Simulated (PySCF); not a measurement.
C4H6BrF. Atoms are numbered in the order given.

```xyz
12

F      0.4226     4.0703     0.0000
C      0.3815     2.7399     0.0000
C     -0.7681     2.0721     0.0000
C     -0.9196     0.5822     0.0000
C      0.3867    -0.1818     0.0000
Br     0.0879    -2.0997     0.0000
H      1.3817     2.2963     0.0000
H     -1.6884     2.6658     0.0000
H     -1.5165     0.2780     0.8772
H     -1.5165     0.2780    -0.8772
H      0.9887     0.0319     0.8932
H      0.9887     0.0319    -0.8932
```
Charge 0, spin multiplicity 1.

Coordinates come from a PBE0-D3(BJ)/def2-SVP optimisation. The structure was generated by enumeration; whether it is a known compound was not checked. One conformer was computed; it need not be the lowest.

Calculation: TDA-B3LYP/def2-SVPD in PySCF.

Vertical excitations. The molecule is in vacuum. State labels are in the subgroup Cs.

```tsv
state	symmetry	energy (eV)	λ (nm)	f	main pairs
S1	A"	5.93	209	0.000	HOMO→LUMO 88 %
S2	A'	6.14	202	0.000	HOMO−2→LUMO 98 %
S3	A"	6.15	202	0.001	HOMO−1→LUMO 87 %
S4	A"	6.90	180	0.020	HOMO→LUMO+2 68 %, HOMO→LUMO+3 26 %
S5	A"	7.00	177	0.009	HOMO→LUMO+3 53 %, HOMO−2→LUMO+1 23 %, HOMO→LUMO+2 20 %
S6	A'	7.00	177	0.001	HOMO−1→LUMO+1 90 %
S7	A"	7.02	177	0.001	HOMO−2→LUMO+1 76 %, HOMO→LUMO+3 17 %
S8	A"	7.29	170	0.025	HOMO−1→LUMO+2 89 %
S9	A'	7.33	169	0.047	HOMO−2→LUMO+2 94 %
S10	A"	7.53	165	0.013	HOMO→LUMO+4 85 %
T1	A'	4.43	280	0	HOMO→LUMO+1 94 %
T2	A"	5.42	229	0	HOMO−1→LUMO 81 %, HOMO→LUMO 15 %
T3	A'	5.49	226	0	HOMO−2→LUMO 95 %
T4	A"	5.95	208	0	HOMO→LUMO 83 %, HOMO−1→LUMO 15 %
```
Triplets are in the Tamm–Dancoff approximation.
